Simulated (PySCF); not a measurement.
Computed structure and properties of TaF4

System: TaF4 (doublet); start: displaced along the imaginary mode (D2d). Method: PySCF 2.14.0, UKS r2SCAN, Ta def2-SVP with ECP60, F def2-SVP; non-relativistic Hamiltonian with scalar-relativistic core potentials where named; density fitting; no spin-orbit coupling.

Input of the relaxation:

```python
mol = gto.M(atom='''
Ta    -0.00000    -0.00000     0.00000
F      1.88382     0.00000    -0.25000
F     -0.00000     1.88382     0.25000
F     -1.88382    -0.00000    -0.25000
F      0.00000    -1.88382     0.25000''',
    basis={'Ta': 'def2-SVP', 'F': 'def2-SVP'},
    ecp={'Ta': 'def2-SVP'},
    charge=0, spin=1)
mf = dft.UKS(mol, xc='R2SCAN')
mf.grids.atom_grid = (50, 194)
mf = mf.density_fit()  # fitting sets: Ta def2-universal-JKFIT, F def2-universal-JKFIT
mf.conv_tol = 1e-08; mf.max_cycle = 55
mf.kernel(dm0)  # dm0: converged density of the start geometry
# quasi-Newton relaxation in Cartesian coordinates to a largest gradient under 0.00045 Eh/bohr, steps kept in the point group
```

Run from Python with OMP_NUM_THREADS=2; the lines above give its settings. Where DIIS fails, smearing, a level shift and second-order steps follow.
It took 25 s on 2 threads of Arm Neoverse V1 (shared host), from the converged density of the start.

Course of the relaxation:

| step | energy above end (eV) | largest force component within the symmetry (eV/Å) |
| --- | --- | --- |
| 0 | 0.3556 | 0.661 |
| 1 | 0.2646 | 0.309 |
| 2 | 0.0835 | 0.319 |
| 3 | 0.0054 | 0.201 |
| 4 | 0.0007 | 0.020 |
| 5 | 0.0001 | 0.023 |
| 6 | 0.0000 | 0.011 |

Relaxed geometry (D2d):

```xyz
5

Ta    0.0000    0.0000    0.0000
F     1.7686    0.0000   -0.6226
F     0.0000    1.7686    0.6226
F    -1.7686    0.0000   -0.6226
F     0.0000   -1.7686    0.6226
```

```
   contact      Å
Ta1–F2 (F)  1.875
Ta1–F3 (F)  1.875
Ta1–F4 (F)  1.875
Ta1–F5 (F)  1.875
```

On the finer grid (75, 302):

```json
{
  "HOMO": "-5.82 eV",
  "LUMO": "-3.26 eV",
  "Dipole about the centre of mass": "0.00 D",
  "Spin squared": "0.752",
  "Set of Mulliken populations of Ta1 outside the core potential": "s 2.50, p 6.30, d 2.71, f 0.21",
  "D3(BJ) dispersion energy (not in the energies)": "-0.017 eV"
}
```

```tsv
atom	Mulliken (e)	Löwdin (e)	spin (e)
Ta1	1.27	0.44	1.00
F2	-0.32	-0.11	0.00
F3	-0.32	-0.11	0.00
F4	-0.32	-0.11	0.00
F5	-0.32	-0.11	0.00
```

No frequency check is given here. The steps kept the symmetry D2d of the start, so a lower state may lie off it.

Taking off one F (charge -1, singlet; the rest: doublet) in vacuum, both parts rigid, costs 13.64 eV; the small basis without counterpoise inflates it. Most of it is the attraction of opposite charges; other ways to part are cheaper, and one spin state was tried for the rest.

Rigid scan of F along the line from its metal, all other atoms held (where the atom bridges, its other bond changes as well):

distance to F2 (Å), energy (eV) and a bar:
```
     1.58      2.385 #############
     1.68      0.883 #####
     1.78      0.185 #
     1.88      0.000 
     1.98      0.126 #
     2.08      0.443 ##
     2.28      1.338 #######
     2.58      2.800 ###############
     2.98      4.418 ########################
     3.48      5.518 ##############################
```

One start shape was tried, so this needn't be the lowest isomer.

Open shells may have lower solutions than the one found.
